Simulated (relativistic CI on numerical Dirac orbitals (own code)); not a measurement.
Method of calculation: Dirac-Coulomb-Breit CI, separate exchange-only KLI orbitals for each configuration, QED by a radiative potential, unscaled Slater integrals (own radial code, finite nucleus).

Configurations in the expansion (outside the closed core [Ne]): 3s, 3p, 3d, 4s, 4p, 4d, 4f, 5s, 5p, 5d, 5f, 5g, 6s, 6p, 6d, 7s, 7p. Levels of other configurations are missing.

At this charge energies of transitions that change n are usually good to better than 1 %, and those within a shell (Δn = 0) to a few per cent.

Outline of the computed level scheme of Ti XII. Lowest level of each configuration: 3s ²S1/2 at 0.000 eV; 3p ²P°1/2 at 25.885 eV; 3d ²D3/2 at 62.327 eV; 4s ²S1/2 at 140.174 eV; 4p ²P°1/2 at 150.226 eV; 4d ²D3/2 at 163.481 eV; 4f ²F°5/2 at 168.154 eV; 5s ²S1/2 at 198.651 eV; 5p ²P°1/2 at 203.553 eV.

Some strong electric-dipole decays among the lowest 15 levels: 4f ²F°7/2 → 3d ²D5/2 (3.2e+11 s⁻¹); 4f ²F°5/2 → 3d ²D3/2 (3.0e+11 s⁻¹); 4d ²D5/2 → 3p ²P°3/2 (1.1e+11 s⁻¹); 4d ²D3/2 → 3p ²P°1/2 (9.3e+10 s⁻¹); 4s ²S1/2 → 3p ²P°3/2 (7.9e+10 s⁻¹); 4p ²P°1/2 → 3s ²S1/2 (5.6e+10 s⁻¹); 4p ²P°3/2 → 3s ²S1/2 (5.3e+10 s⁻¹); 4s ²S1/2 → 3p ²P°1/2 (3.9e+10 s⁻¹).
